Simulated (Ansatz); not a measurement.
Stretching the Ge1–H3 bond in GeH5N (SMILES [NH2][GeH3]) (multiplicity 1 held, fragments rigid). Energies count from the point at 1.537 Å.
Geometry at that point (charge 0, multiplicity 1):
```xyz
7

Ge    -0.360     0.041     0.030
N      1.470    -0.140    -0.209
H     -1.032    -0.906    -0.977
H     -0.703     1.508    -0.273
H     -0.859    -0.307     1.455
H      1.807    -1.085    -0.077
H      2.020     0.475     0.378
```

Restricted levels (R-, RO-) in cc, def2 and unpolarised 6-31G sets keep to the state of the molecule at rest. U- levels take the lowest unrestricted solution at each point, which mixes spins at long bonds. Curves can end on different states.

Correlated levels freeze the cores. Filled d and f shells under p-block atoms count as core.

Programs: Ansatz (an electronic-structure program). Values without a source in brackets are computed.

Problem. One of these levels gives 4.863 eV for the energy at R = 4.918 Å. Which?
A. R-MP2/cc-pVTZ
B. R-wB97X-V/cc-pVTZ
C. R-PBE/cc-pVTZ
D. U-r2SCAN/cc-pVTZ

Solution. C, R-PBE/cc-pVTZ. The others give 3.783 (U-r2SCAN/cc-pVTZ), 6.661 (R-wB97X-V/cc-pVTZ), 5.303 (R-MP2/cc-pVTZ)

Doubts at one or more of the structures used: a restricted determinant that unrestricted orbitals would lower (R-PBE/cc-pVTZ, R-wB97X-V/cc-pVTZ, R-MP2/cc-pVTZ); a spin-contaminated determinant (U-r2SCAN/cc-pVTZ).
